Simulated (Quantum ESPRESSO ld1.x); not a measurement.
Coulomb parameter of the 3d shell of the vanadium ion V2+ in the model configuration [Ar] 3d1.5 4p1.5, as a second difference U = [E(n + 1) + E(n - 1) - 2 E(n)] / (1)^2 with all orbitals relaxed. "Bare": the charge of the atom changes with n. "Screened": the 4p shell takes up the change at fixed total charge, which measures U(3d,3d) + U(4p,4p) - 2 U(3d,4p). All-electron calculation, Dirac Kohn-Sham, relativistic LDA (MacDonald-Vosko exchange, VWN5 correlation), spin-unpolarised, spherical densities, point nucleus; open shells are shared between the two j in proportion to 2j + 1. Program: ld1.x of Quantum ESPRESSO 7.5.

start: configuration [Ar] 3d1.5 4p1.5; E - E(n) (eV) 0.000
bare +1: configuration [Ar] 3d2.5 4p1.5; E - E(n) (eV) -23.996
bare -1: configuration [Ar] 3d0.5 4p1.5; E - E(n) (eV) 40.041
screened +1: configuration [Ar] 3d2.5 4p0.5; E - E(n) (eV) -12.623
screened -1: configuration [Ar] 3d0.5 4p2.5; E - E(n) (eV) 17.712

U(bare) = 16.045 eV, U(screened by 4p) = 5.090 eV.
